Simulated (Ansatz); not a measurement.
The same ligand exchange along the group B, Al, Ga, In.

Calculated with Ansatz (gas phase, PBE0-D4/def2-TZVP geometries, no zero-point term in ΔE). CCSD(T)/CBS adds triple-zeta CCSD(T) − MP2 to the extrapolated MP2 energy (def2 sets, frozen cores). This one scheme is used for every species. Functionals use def2-TZVPP. def2 core potentials past Kr. For Ga, In outer-core shells are correlated without core-valence functions, which leaves a few kJ/mol of doubt a bond. Scalar relativity is left out up to krypton. Each species was taken in one conformer, which may not be the lowest.

| reaction | ωB97M-V (kJ/mol) | PBE-D4 (kJ/mol) | CCSD(T)/CBS(def2) (kJ/mol) |
| --- | --- | --- | --- |
| `COB(O)O` + HCl → `OB(O)Cl` + CH₃OH | 43 | 35 | 44 |
| `C[O][Al]([OH])[OH]` + HCl → `[OH][Al]([OH])[Cl]` + CH₃OH | -31 | -34 | -30 |
| `C[O][Ga]([OH])[OH]` + HCl → `[OH][Ga]([OH])[Cl]` + CH₃OH | -67 | -66 | -62 |
| `C[O][In]([OH])[OH]` + HCl → `[OH][In]([OH])[Cl]` + CH₃OH | -100 | -93 | -93 |

Largest T1 diagnostic: 0.017, for `C[O][In]([OH])[OH]`.
